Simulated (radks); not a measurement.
Spherical quantum dot in the effective-mass picture: electrons in a parabolic well V = omega^2 r^2 / 2 with omega = 0.0717, with a point charge +2 (a donor) at the centre, all in effective atomic units (hartree* = m*/eps^2 hartree, bohr* = eps/m* bohr), one dielectric constant everywhere. Calculated with a radial shooting solver with Libxc functionals: non-relativistic Kohn-Sham, LDA (Slater exchange, Perdew-Wang correlation), spin-polarised, spherical densities. Levels are named by radial order and angular momentum (1s, 1p, 1d, 2s, ...), and open shells are averaged over m.

N = 2, configuration 1s2. This is the lowest configuration that the search found (a dilute case). Occupied and some empty levels:

level,occupation,eigenvalue (hartree*),<r> (bohr*)
1s,2,-0.56374,0.9545
2s,0,0.10557,4.616
1p,0,0.13862,4.614
1d,0,0.23792,6.379

Energy (hartree*): total -2.82788, kinetic 2.7802, external -6.6355, Hartree 2.0033, exchange-correlation -0.97598. Static polarisability (adiabatic kernel): 1.597 bohr*^3, against N/omega^2 = 389.0 from the generalised Kohn theorem, which the central charge breaks.

Electron density:

r (bohr*),n(r) (e/bohr*^3)
0.158,1.893
0.328,0.9899
0.498,0.5320
0.668,0.2935
0.838,0.1656
1.01,0.09526
1.18,0.05569
1.35,0.03300
1.52,0.01984
1.69,0.01200
1.86,0.007314
2.03,0.004488
2.20,0.002770
